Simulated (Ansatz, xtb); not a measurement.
**Two isomers of CH4BrClSi**

Structure X is `C[Si@H](Cl)Br`, a singlet and structure Y is `Cl[SiH2]CBr`, a singlet. Both are isolated molecules in the gas phase, relaxed with B3LYP-D3(BJ)/def2-SVP; the shapes shown needn't be the lowest conformers.

X (Å):

```xyz
8

C     0.7563    0.0736   -0.0255
Br   -2.0553   -1.4278   -1.0614
Cl   -1.1481   -1.0363    2.3182
Si   -1.0320   -0.1343    0.4525
H     1.2552   -0.9063   -0.0700
H     0.8329    0.5522   -1.0144
H     1.2769    0.7007    0.7159
H    -1.7792    1.1434    0.5211
```

Y (Å):

| atom | x (Å) | y (Å) | z (Å) |
| --- | --- | --- | --- |
| C | 1.4052 | -0.8764 | 0.8516 |
| Br | 0.8363 | -2.6593 | 0.2362 |
| Cl | 0.7955 | 2.2711 | 0.8225 |
| Si | 0.1863 | 0.3879 | 0.1681 |
| H | -1.1735 | 0.1147 | 0.6930 |
| H | 0.2110 | 0.3644 | -1.3144 |
| H | 1.4178 | -0.9000 | 1.9493 |
| H | 2.4282 | -0.7172 | 0.4856 |

Task: Estimate E(Y) − E(X) at the level CCSD(T)/def2-SVP + ΔMP2/def2-TZVPP.

Result: Calculated at CCSD(T)/def2-SVP + ΔMP2/def2-TZVPP: E(Y) − E(X) = +37.7 kcal/mol, so structure X lies lower.

The same difference at several levels:

```csv
level,geometry,E(Y) − E(X) (kcal/mol),departure from the last row (kcal/mol),"job, with rough time for the two"
GFN2-xTB,GFN2-xTB,+30.7,−7.0,"optimisation, 0.12 s"
HF/STO-3G,GFN2-xTB,+34.9,−2.8,"single point, 0.42 s"
r2SCAN-D4/def2-SVP,GFN2-xTB,+39.7,+2.0,"single point, 4.4 s"
B3LYP-D3(BJ)/def2-SVP,B3LYP-D3(BJ)/def2-SVP,+37.5,−0.2,"optimisation, 29 s"
HF/def2-SVP,B3LYP-D3(BJ)/def2-SVP,+39.5,+1.8,part of the CCSD(T) run
MP2/def2-SVP,B3LYP-D3(BJ)/def2-SVP,+40.1,+2.4,part of the CCSD(T) run
CCSD(T)/def2-SVP,B3LYP-D3(BJ)/def2-SVP,+38.2,+0.6,single point
CCSD(T)/def2-SVP + ΔMP2/def2-TZVPP,B3LYP-D3(BJ)/def2-SVP,+37.7,,"single point, 28 s"
```

As drawn, Y has 1 C–Br, 1 Si–H in place of 1 Br–Si, 1 C–H.

The levels shown agree on the order. The largest departure from CCSD(T)/def2-SVP + ΔMP2/def2-TZVPP is that of GFN2-xTB, 7.0 kcal/mol. The last row adds to CCSD(T) the change of the MP2 difference between the two basis sets, here −0.6 kcal/mol.

With harmonic frequencies from B3LYP-D3(BJ)/def2-SVP (ideal gas, rigid rotor, one conformer each, 1000 K, 1 atm): on the last row, ΔE + ΔZPE = +36.5, ΔH = +36.5, ΔG = +36.2 kcal/mol.

The correlated steps freeze 20 core orbitals; the filled d shell of Br is correlated, in a basis made for valence electrons. Mirror images aren't counted in ΔG. Run with Ansatz 0.2.0, xtb 6.7.1; the last row on 2 threads of Arm Neoverse V1 on a shared host.
